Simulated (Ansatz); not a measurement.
Total energies of the cluster Cs₃F₂ from Ansatz at PBE-D4/def2-TZVP, gas phase (1 Eh = 27.2114 eV = 2625.5 kJ/mol). The reference geometry is relaxed at PBE-D4/def2-TZVP.

```xyz
5

Cs    1.447    1.404    1.073
Cs   -0.786   -2.084    0.548
Cs   -1.241    1.276   -3.038
F     0.866   -0.889    2.176
F    -0.287    0.293   -0.759
```

| state | geometry | energy (Eh) |
| --- | --- | --- |
| charge 0 doublet | reference | -260.26008 |
| charge 1 singlet | reference | -260.14150 |
| charge 0 quartet | relaxed at PBE-D4/def2-TZVP | -260.08243 |
| free Cs atom (doublet) | – | -20.14714 |
| free F atom (doublet) | – | -99.66912 |

In the def2 sets Cs takes a core potential; there is no spin–orbit coupling.

Problem. Work out the vertical ionisation energy to the singlet.

Solution. E(charge 1 singlet) − E(charge 0 doublet) = -260.14150 − (-260.26008) = 0.11858 Eh = 3.23 eV. For comparison, −ε of the highest occupied level of the spin that leaves is 1.82 eV at this level, 1.41 eV less.

Problem. Which of the charge 0 states is lowest, and how far above it are the others?

Solution. The doublet. quartet: -260.08243 − (-260.26008) = 0.17765 Eh = 466.4 kJ/mol.

Problem. What is the binding energy per atom against free atoms?

Solution. Atoms: 3 × (-20.14714) + 2 × (-99.66912) = -259.77966 Eh. Binding: -259.77966 − (-260.26008) = 0.48042 Eh = 13.07 eV, or 2.61 eV for each of 5 atoms (no zero-point energy, no counterpoise term).

The structure comes from a short search, and lower isomers may exist.
